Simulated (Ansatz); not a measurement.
One change: `c1ccc(C2CC2)cc1` becomes `Ic1ccccc1`.

Ansatz, PBE0-D4/def2-TZVP geometries, multiplicity 1. Each molecule was computed in one conformer, which needn't be the lowest.

Elements past krypton have def2 core potentials.  Spin–orbit coupling is left out; it splits and shifts lone-pair levels of the heavy atoms by tenths of an eV.

| property | `c1ccc(C2CC2)cc1` |
| --- | --- |
| HOMO–LUMO gap (B3LYP/def2-TZVPP) / eV | 6.08 |
| HOMO–LUMO gap (PBE/def2-TZVPP) / eV | 4.61 |
| HOMO energy (ωB97M-V/def2-TZVPP) / eV | -8.68 |
| LUMO energy (PBE/def2-TZVPP) / eV | -1.07 |
| HOMO–LUMO gap (ωB97M-V/def2-TZVPP) / eV | 10.50 |
| size of the dipole moment (PBE/def2-TZVPP) / D | 0.62 |

Q: Give the same properties after the change, and the shifts. (Best estimate.)

A: The calculation gave: 
| property | `Ic1ccccc1` | shift |
| --- | --- | --- |
| HOMO–LUMO gap (B3LYP/def2-TZVPP) / eV | 5.69 | -0.39 |
| HOMO–LUMO gap (PBE/def2-TZVPP) / eV | 4.23 | -0.38 |
| HOMO energy (ωB97M-V/def2-TZVPP) / eV | -8.88 | -0.20 |
| LUMO energy (PBE/def2-TZVPP) / eV | -1.62 | -0.55 |
| HOMO–LUMO gap (ωB97M-V/def2-TZVPP) / eV | 10.15 | -0.35 |
| size of the dipole moment (PBE/def2-TZVPP) / D | 1.59 | 0.97 |

With PBE0 the HOMO falls by 0.21 eV and the LUMO falls by 0.54 eV, so the gap narrows by about 0.33 eV. PBE moves the HOMO by -0.18 eV and ωB97M-V by -0.20 eV. Dipoles are sizes alone; their direction can turn.

Positive LUMOs are unbound, so they and the gaps depend on the basis.

B3LYP here is the variant with VWN-RPA as its local correlation; programs differ in this.
